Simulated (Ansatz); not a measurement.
`O[SiH2]OBF` + `[SiH3]S` → `FB[SiH2]S` + `O[SiH2]O`  (formal exchange of groups at a B–O bond)

Computed with Ansatz on PBE0-D4/def2-TZVP structures; ΔE is electronic, products minus reactants. CCSD(T)/CBS adds triple-zeta CCSD(T) − MP2 to the extrapolated MP2 energy (def2 sets, frozen cores). Functionals use def2-TZVPP. Each species was taken in one conformer, which may not be the lowest.

| level | ΔE (kcal/mol) | difference from CCSD(T)/CBS |
| --- | --- | --- |
| LDA (SPW92) | 40.6 | -1.2 |
| revPBE-D4 | 37.6 | -4.2 |
| B2PLYP | 43.1 | 1.3 |
| PBE | 38.2 | -3.6 |
| r2SCAN0 | 42.9 | 1.1 |
| LC-ωPBE | 41.1 | -0.7 |
| HF/def2-TZVPP | 47.1 | 5.3 |
| SCS-MP2/def2-TZVPP | 43.6 | 1.8 |
| CCSD/def2-TZVPP | 42.9 | 1.1 |
| HF/CBS(def2) | 47.5 | 5.7 |
| CCSD(T)/CBS | 41.8 | 0 |

Largest T1 diagnostic among the species: 0.014.

From PBE to PBE0 (25 % exact exchange), in def2-TZVPP and without D4, ΔE moves by +1.9 kcal/mol. Leaving LDA and LC-ωPBE aside and taking each functional with its dispersion term where it has one, the values, not all of them listed here, spread over 7.0 kcal/mol, from revPBE-D4 to BHLYP-D4. LDA lies +2.4 kcal/mol from PBE without D4. At CCSD(T), def2-SVP lies +5.3 kcal/mol from the extrapolated value and def2-TZVPP +0.6 kcal/mol.
